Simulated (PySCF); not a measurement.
Compound: C₂H₄BF₃S.
Atom-mapped SMILES: `[F:1][CH2:2][S:3][CH2:4][B:5]([F:6])[F:7]` (hydrogens: H8, H9 on C2; H10, H11 on C4)

Computed by this run: PBE0-D3(BJ)/def2-SVP geometry optimisation, gas phase (PySCF); density fitting, grid level 1; the optimiser is geomeTRIC in internal coordinates, started from a GFN2-xTB structure with every atom displaced at random (about 0.01 Å).

Step 0: E = -21778.0915 eV
```
atom  x, y, z in Å  |  force x, y, z in eV/Å
F1      1.7235   -1.1517    0.9847   -0.178   0.526  -0.296
C2      1.6610    0.0241    0.2587    0.196  -0.646  -0.070
S3      0.7658   -0.1962   -1.3177    0.840   0.317   0.422
C4     -0.8715   -0.5484   -0.6784   -0.617   0.035   0.402
B5     -1.4384    0.6122    0.2323    0.244   0.321   0.195
F6     -1.5306    1.8700   -0.1650    0.044  -0.212  -0.353
F7     -1.7738    0.4320    1.4977   -0.032  -0.350  -0.045
H8      2.7083    0.3184    0.0131   -0.537   0.089  -0.040
H9      1.1683    0.7918    0.8912    0.160  -0.117  -0.162
H10    -1.5000   -0.6602   -1.5726   -0.114   0.031  -0.096
H11    -0.8745   -1.5176   -0.1594   -0.006   0.006   0.043
```

Step 1: E = -21778.1485 eV
```
atom  x, y, z in Å  |  force x, y, z in eV/Å
F1      1.8292   -1.2356    0.8725   -0.012   0.093  -0.009
C2      1.6819   -0.0157    0.2747   -0.014  -0.091  -0.072
S3      0.7681   -0.1121   -1.2716    0.030   0.002   0.111
C4     -0.8869   -0.5381   -0.6349   -0.008   0.023  -0.038
B5     -1.4590    0.6431    0.2202    0.051  -0.011  -0.119
F6     -1.5737    1.8465   -0.3064   -0.085   0.050   0.116
F7     -1.8180    0.4991    1.4821    0.009   0.047  -0.013
H8      2.6725    0.3890    0.0012   -0.066  -0.011   0.054
H9      1.1891    0.6665    0.9936    0.056  -0.058  -0.072
H10    -1.5088   -0.6670   -1.5357    0.006   0.009  -0.016
H11    -0.8562   -1.5012   -0.1113    0.033  -0.053   0.059
```

Q: Estimate the geometry and energy of step 2. (The exact step hangs on the optimiser's Hessian estimate; all steps are aligned on step 1, rigid shifts and turns removed.)

A: E = -21778.1514 eV, largest force 0.168 eV/Å
```
atom  x, y, z in Å  |  force x, y, z in eV/Å
F1      1.8189   -1.2417    0.8767    0.001  -0.004  -0.011
C2      1.6867   -0.0263    0.2705   -0.023  -0.046  -0.002
S3      0.7772   -0.1136   -1.2736    0.020   0.015   0.008
C4     -0.8790   -0.5313   -0.6369   -0.019   0.116  -0.086
B5     -1.4644    0.6555    0.2058   -0.066  -0.015   0.091
F6     -1.6362    1.8675   -0.2845    0.049  -0.049  -0.153
F7     -1.8074    0.4979    1.4702    0.026  -0.056   0.120
H8      2.6801    0.3714    0.0069    0.010  -0.002   0.003
H9      1.1980    0.6608    0.9825    0.003   0.013   0.003
H10    -1.4985   -0.6786   -1.5369    0.020  -0.008  -0.010
H11    -0.8372   -1.4873   -0.0963   -0.020   0.036   0.037
```

The energy changes by -0.0029 eV. The first-order estimate −F·Δx gives -0.0137 eV and the mean of the old and new forces, exact on a quadratic surface, -0.0032 eV. The step makes an angle of 61° with the force vector and moves no atom by more than 0.069 Å.

What follows is the cost of the whole optimisation. Time: 2.2 min of wall time; peak memory 0.53 GiB. Hardware: one thread of an Arm Neoverse N1, on a shared host.
